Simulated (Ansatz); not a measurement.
AlH5O3Si can be A, `O[SiH](O)[O][AlH2]`, or B, `O[SiH2][Al]([OH])[OH]`.

Calculated with Ansatz (gas phase, PBE0-D4/def2-TZVP geometries, no zero-point term in ΔE). CCSD(T)/CBS is the MP2 limit (def2-TZVPP, def2-QZVPP) plus CCSD(T) − MP2 in def2-TZVPP, frozen cores. DFT in def2-TZVPP. Each species was taken in one conformer, which may not be the lowest.

A:

```xyz
10

O     0.081   -1.860   -1.153
Si   -0.695   -0.733   -0.248
O    -0.927   -1.407    1.220
O     0.184    0.624   -0.191
Al    0.853    2.064    0.382
H     0.576   -1.549   -1.911
H    -2.024   -0.393   -0.790
H    -0.356   -2.141    1.452
H     1.934    2.758   -0.535
H     0.374    2.636    1.774
```

B:

Z-matrix (Å, degrees):
```
Si
Al 1 2.441
O 1 1.660 2 107.5
H 1 1.491 2 112.5 3 -120.2
H 1 1.491 2 112.5 3 120.2
O 2 1.700 1 110.3 3 0.1
O 2 1.691 1 124.6 3 -179.9
H 3 0.959 1 115.5 2 -0.1
H 6 0.955 2 128.5 1 180.0
H 7 0.955 2 127.8 1 180.0
```

(1) Which is lower in electronic energy at CCSD(T)/CBS, and by how much? (Estimate.)

(2) Give E(B) − E(A) in kJ/mol with HF/def2-TZVPP, PBE-D4, PBE0-D4, r2SCAN-D4, B2PLYP, CCSD(T)/def2-TZVPP, MP2/def2-TZVPP. (Best estimate.)

Largest T1 diagnostic: 0.013.

## Answers

(1) The calculation gave: A, by 118.6 kJ/mol.

(2) Computed: HF/def2-TZVPP 152.5, PBE-D4 88.8, PBE0-D4 102.9, r2SCAN-D4 114.1, B2PLYP 119.7, CCSD(T)/def2-TZVPP 119.9, MP2/def2-TZVPP 124.3. None reverses the order clearly.

In def2-TZVPP, CCSD(T) changes the Hartree–Fock value by −32.6 kJ/mol (the triples alone add −4.1 kJ/mol) and MP2 by −28.2 kJ/mol. From PBE to PBE0 (25 % exact exchange), in def2-TZVPP and without D4, E(B) − E(A) moves by +14.5 kJ/mol.
